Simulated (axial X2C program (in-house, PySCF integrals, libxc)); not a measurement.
TaF⁺: nuclear properties from DFT to coupled cluster

Calculated with an axial X2C code built on PySCF integrals: two-component X2C with atomic mean-field Coulomb and Gaunt terms, Gaussian nuclei, basis Ta dyall-acv3z, F dyall-av3z with contracted cores.

R = 1.768 Å (near the PBE0 minimum at charge 1 of the determinant lowest at the starting distance; the state shown can have its own minimum elsewhere); state Ω = 3/2 (⟨Sz⟩ = 1.49, ⟨Lz⟩ = 0.01 at PBE0).

| level | Eeff magnitude (GV/cm) | Ws magnitude Ta (kHz) | A∥/gI Ta (MHz) | A∥/gI F (MHz) |
| --- | --- | --- | --- | --- |
| PBE0 | 13.3 | 7.8 | 4590 | 6.75 |
| HF | 12.8 | 7.3 | 4310 | -6.45 |
| B3LYP | 15.6 | 9.23 | 4710 | 8.2 |

Eeff is the effective electric field on the electron electric dipole moment in this Ω state and Ws the scalar–pseudoscalar constant of the nucleus named (defined with the proton number Z and per Ω); A∥ (defined per Ω) follows by multiplying with gI = μI/(I μN). The operators were transformed with the bare-nucleus X2C matrices; with these basis sets, hyperfine constants and field gradients can be off by tens of per cent, and where levels differ in sign neither size nor sign is settled.

Finite-field MP2, CCSD and CCSD(T), with 19 electrons correlated in 130 natural virtual spinors (MP2 remainder added):

```csv
level,Eeff magnitude (GV/cm),Ws magnitude Ta (kHz),A∥/gI Ta (MHz),A∥/gI F (MHz)
MP2,15.7,9.12,4450,4.91
CCSD,14.5,8.41,4460,2.06
CCSD(T),15.1,8.81,4460,3.07
```

T1 = 0.017 (Lee–Taylor). One unrestricted determinant, the lowest of a limited PBE0 search, is the reference; the functionals treat spin collinearly. With several open shells it need not be a pure state. Correlation of the inner shells is missing, which matters for properties at the nucleus. Number of frozen shells: Ta 4 s, 3 p, 2 d, 1 f; F 1 s.

Problem. By how much does correlation change each value, CCSD(T) against HF?

Solution. Eeff magnitude 18 %; Ws magnitude Ta 21 %; A∥/gI Ta 3 %; A∥/gI F from -6.45 to 3.07, a change of sign.
